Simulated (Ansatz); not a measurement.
Geometry optimisation, RKS B3LYP-D4/def2-SVP (Ansatz 0.2.0).

input.yaml

```yaml
crystal:
  periodic: [false, false, false]
  atoms:
    - { symbol: Cl, position_ang: [-0.9146, 0.7283, 2.5357] }
    - { symbol: C, position_ang: [0.0389, 0.0691, 1.2743] }
    - { symbol: C, position_ang: [1.0465, -0.7477, 0.8984] }
    - { symbol: "N", position_ang: [0.4383, -0.0577, -0.0838] }
    - { symbol: Sb, position_ang: [-0.0199, 0.3329, -2.1115] }
    - { symbol: H, position_ang: [1.8686, -1.4177, 1.1893] }
    - { symbol: H, position_ang: [-0.9777, 1.7396, -1.6647] }
    - { symbol: H, position_ang: [-1.3879, -0.7039, -2.0936] }
basis:
  gaussian: { orbitals: def2-SVP }
hamiltonian:
  xc: b3lyp
  dispersion: d4
relax:
  f_tol: 0.02
  max_steps: 50
output:
  orbitals: {}
```

Launched with:

```bash
$ ansatz run input.yaml --threads 2 --pin off --max-ram 3072MiB --backend cpu --events-out ev --progress --plain --runs-dir out
```

Question: Where does it end, and by what steps?

Answer: The run converged. After 15 steps the energy has fallen by 1.713 eV; N4 moved furthest, 0.71 Å.

```json
{"step": "0", "energy less start (eV)": "0.0000", "largest force component (eV/Å)": "7.710", "accepted": "yes"}
{"step": "1", "energy less start (eV)": "-0.9181", "largest force component (eV/Å)": "2.316", "accepted": "yes"}
{"step": "2", "energy less start (eV)": "-1.2731", "largest force component (eV/Å)": "1.896", "accepted": "yes"}
{"step": "3", "energy less start (eV)": "-1.4611", "largest force component (eV/Å)": "1.861", "accepted": "yes"}
{"step": "4", "energy less start (eV)": "-1.5789", "largest force component (eV/Å)": "1.236", "accepted": "yes"}
{"step": "5", "energy less start (eV)": "-1.6529", "largest force component (eV/Å)": "0.533", "accepted": "yes"}
{"step": "6", "energy less start (eV)": "-1.6932", "largest force component (eV/Å)": "0.301", "accepted": "yes"}
{"step": "7", "energy less start (eV)": "-1.7027", "largest force component (eV/Å)": "0.238", "accepted": "yes"}
{"step": "8", "energy less start (eV)": "-1.7064", "largest force component (eV/Å)": "0.199", "accepted": "yes"}
{"step": "9", "energy less start (eV)": "-1.7023", "largest force component (eV/Å)": "0.321", "accepted": "no"}
{"step": "10", "energy less start (eV)": "-1.7108", "largest force component (eV/Å)": "0.121", "accepted": "yes"}
{"step": "11", "energy less start (eV)": "-1.7114", "largest force component (eV/Å)": "0.171", "accepted": "yes"}
{"step": "12", "energy less start (eV)": "-1.7123", "largest force component (eV/Å)": "0.093", "accepted": "yes"}
{"step": "13", "energy less start (eV)": "-1.7127", "largest force component (eV/Å)": "0.031", "accepted": "yes"}
{"step": "14", "energy less start (eV)": "-1.7128", "largest force component (eV/Å)": "0.023", "accepted": "yes"}
{"step": "15", "energy less start (eV)": "-1.7129", "largest force component (eV/Å)": "0.017", "accepted": "yes"}
```

```xyz
8
Properties=species:S:1:pos:R:3
Cl -1.223 0.582 2.027
C 0.101 0.033 1.137
C 1.042 -0.807 0.893
N 0.866 0.495 0.017
Sb -0.051 0.270 -1.952
H 1.732 -1.633 0.986
H -0.981 1.706 -1.731
H -1.393 -0.703 -1.433
```

Whether the end is a true minimum wasn't checked by a vibrational analysis.

The run took 52 s on 2 threads of Arm Neoverse V2 (shared host), peak memory 0.24 GiB.
